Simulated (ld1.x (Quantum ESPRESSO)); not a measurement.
## copper: from the effect back to the setting (ultrasoft)

Base potential:

- Element: copper
- Generator: ld1.x (Quantum ESPRESSO) 7.5
- Type: ultrasoft
- Functional: PBE
- Relativity: scalar-relativistic
- Frozen core: [Ne]
- Valence charge: 19
- Reference configuration: 3s2 3p6 3d9 4s2 4p0
- Partial waves: 3s (bound): rcut 1.25, rcutus 1.45 bohr; 4s (bound): rcut 1.25, rcutus 1.45 bohr; 3p (bound): rcut 1.10, rcutus 1.50 bohr; 4p (bound, empty): rcut 1.10, rcutus 1.50 bohr; 3d (bound): rcut 0.65, rcutus 0.75 bohr; 3d channel at -0.35 Ry: rcut 0.65, rcutus 0.75 bohr
- Local potential: all-electron potential smoothed inside 1.45 bohr (lloc = -2)
- Core correction: Bessel-smoothed model core, default radius (core density twice the valence density)
- Augmentation charge: PSQ, inside the norm-conserving radii

Cutoffs, loose and tight: the cutoffs (Ry, on a coarse ladder) from which the occupation-weighted sum of valence levels, in a spherical-Bessel basis at the reference potential, stays within 10 and 1 mRy of its value at 400 Ry. They do not see the model core or the augmentation charge, which bear on the density cutoff. Test errors are all-electron minus pseudo excitation energies from the reference, over the configurations 3s2 3p6 3d10 4s1 4p0; 3s2 3p6 3d10 4s0 4p0; 3s2 3p6 3d9 4s0 4p0; 3s2 3p6 3d9 4s1 4p0; 3s2 3p6 3d8 4s0 4p0; 3s2 3p5 3d10 4s1 4p0; 3s2 3p6 3d7 4s0 4p0; variants that change the core or the reference have their own tests.

Only the d radius is moved (3 further runs of the sweep failed or gave no value and are left out):

```tsv
d radius (bohr)	cutoff, loose	cutoff, tight	bound ghosts	largest test error (meV)
0.66	300 Ry	over 300 Ry	none	test run stopped at test 1 of 7 (negative rho)
0.84	200 Ry	over 300 Ry	none	test run stopped at test 1 of 7 (negative rho)
0.92	180 Ry	300 Ry	none	test run stopped at test 1 of 7 (negative rho)
1.12	120 Ry	200 Ry	none	test run stopped at test 1 of 7 (negative rho)
```

**Question.** One more run gave cutoff, loose: 140 Ry; cutoff, tight: 260 Ry; bound ghosts: none; largest test error (meV): test run stopped at test 1 of 7 (negative rho). Which value of the d radius was used?

**Answer.** 1.02 bohr. The loose cutoff moves one way along this sweep, from 300 Ry at 0.66 to 120 Ry at 1.12 bohr, which places the run between 0.92 and 1.12 bohr.
